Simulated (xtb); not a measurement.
A run for xtb: GFN2-xTB on TiGe, 2S+1 = 5, a spin state set in the input, which need not be the lowest, a point of a bond scan (R = 2.628 Å).

```
$ xtb mol.xyz --gfn 2 --sp --chrg 0 --uhf 4
2

Ti     0.00000000     0.00000000     0.00000000
Ge     0.00000000     0.00000000     2.62833200
```

The head of its log:

```
[...]
           -------------------------------------------------
          |                Calculation Setup                |
           -------------------------------------------------



           -------------------------------------------------
          |                 G F N 2 - x T B                 |
           -------------------------------------------------

        Reference                      10.1021/acs.jctc.8b01176
      * Hamiltonian:
        H0-scaling (s, p, d)           1.850000    2.230000    2.230000
        zeta-weighting                 0.500000
      * Dispersion:
        s8                             2.700000
        a1                             0.520000
        a2                             5.000000
        s9                             5.000000
      * Repulsion:
        kExp                           1.500000    1.000000
        rExp                           1.000000
      * Coulomb:
        alpha                          2.000000
        third order                    shell-resolved
        anisotropic                    true
        a3                             3.000000
        a5                             4.000000
        cn-shift                       1.200000
        cn-exp                         4.000000
        max-rad                        5.000000


          ...................................................
          :                      SETUP                      :
          :.................................................:
          :  # basis functions                  20          :
          :  # atomic orbitals                  18          :
          :  # shells                            6          :
          :  # electrons                         8          :
          :  max. iterations                   250          :
          :  Hamiltonian                  GFN2-xTB          :
          :  restarted?                      false          :
          :  GBSA solvation                  false          :
          :  PC potential                    false          :
          :  electronic temp.          300.0000000     K    :
          :  accuracy                    1.0000000          :
          :  -> integral cutoff          0.2500000E+02      :
          :  -> integral neglect         0.1000000E-07      :
          :  -> SCF convergence          0.1000000E-05 Eh   :
          :  -> wf. convergence          0.1000000E-03 e    :
          :  Broyden damping             0.4000000          :
          :  net charge                          0          :
          :  unpaired electrons                  4          :
          ...................................................

 iter      E             dE          RMSdq      gap      omega  full diag
   1     -2.1661871 -0.216619E+01  0.591E+01    0.03       0.0  T
   2      1.0822003  0.324839E+01  0.487E+01    0.00       1.0  T
```

Question: Give the final energy of this run.

Answer: -3.2747 hartree.
